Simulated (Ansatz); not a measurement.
Two isomers of CH7BOSi2: A = `C[Si]1([SiH3])BO1`, B = `OB[SiH]1C[SiH2]1`.

Computed with Ansatz on PBE0-D4/def2-TZVP structures; ΔE is electronic, products minus reactants. CCSD(T)/CBS is the MP2 limit (def2-TZVPP, def2-QZVPP) plus CCSD(T) − MP2 in def2-TZVPP, frozen cores. DFT in def2-TZVPP. One conformer a species, not always the lowest.

(1) Which isomer does CCSD(T)/CBS put lower? Give the gap. (Estimate.)

(2) Give E(B) − E(A) in kcal/mol with PBE-D4, CCSD(T)/def2-TZVPP, MP2/def2-TZVPP, CCSD/def2-TZVPP, B2PLYP, ωB97M-V, r2SCAN-D4. (An estimate is asked.)

Largest T1 diagnostic: 0.016.

Results:

(1) Computed: A, by 16.0 kcal/mol.

(2) The calculation gave: PBE-D4 14.3, CCSD(T)/def2-TZVPP 16.0, MP2/def2-TZVPP 16.2, CCSD/def2-TZVPP 16.1, B2PLYP 16.9, ωB97M-V 16.2, r2SCAN-D4 15.5. None reverses the order clearly.

In def2-TZVPP, CCSD(T) changes the Hartree–Fock value by −1.5 kcal/mol (the triples alone add −0.1 kcal/mol) and MP2 by −1.3 kcal/mol.
